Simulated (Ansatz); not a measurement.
Reaction: CH4B (SMILES B[CH2], doublet) → CH4B (SMILES [BH]C, doublet)
Each species at its own B3LYP-D3(BJ)/def2-TZVP minimum (Ansatz, a first-principles code).

Property: isomerisation energy (electronic), in kcal/mol. Radicals and triplets start from unrestricted determinants; spin-orbit coupling is neglected. CBS(X,Y): correlation extrapolated as X^-3, Hartree-Fock from the larger set. A bracket is a step between two methods taken in the basis named. The functionals are non-relativistic, so their misses hold any scalar relativity. Double hybrids freeze cores in their MP2 part. '+ core + X2C': CCSD(T) terms for core correlation (cc-pwCVTZ) and scalar relativity (cc-pVTZ-DK).

CCSD(T)/CBS(cc-pVTZ,cc-pVQZ) + [CCSDT(Q) - CCSD(T)]/cc-pVTZ + core + X2C (Ansatz) gives 8.9 kcal/mol.

Problem. What does PBE/def2-TZVPD (Ansatz) give here, and how do the other levels compare?

Solution. PBE gives 7.1 kcal/mol, 1.8 kcal/mol below it. Differences of the others: r2SCAN/def2-TZVPD (Ansatz) -0.9; B3LYP/def2-TZVPD (Ansatz) 1.3; PBE0/def2-TZVPD (Ansatz) -1.0; wB97M-V/def2-TZVPD (Ansatz) 1.5; B2PLYP/def2-TZVPD (Ansatz) 0.7; CCSD(T)/CBS(cc-pVTZ,cc-pVQZ) + core + X2C (Ansatz) -0.1 kcal/mol. Nearer than PBE: r2SCAN/def2-TZVPD, B3LYP/def2-TZVPD, PBE0/def2-TZVPD, wB97M-V/def2-TZVPD, B2PLYP/def2-TZVPD, CCSD(T)/CBS(cc-pVTZ,cc-pVQZ) + core + X2C.
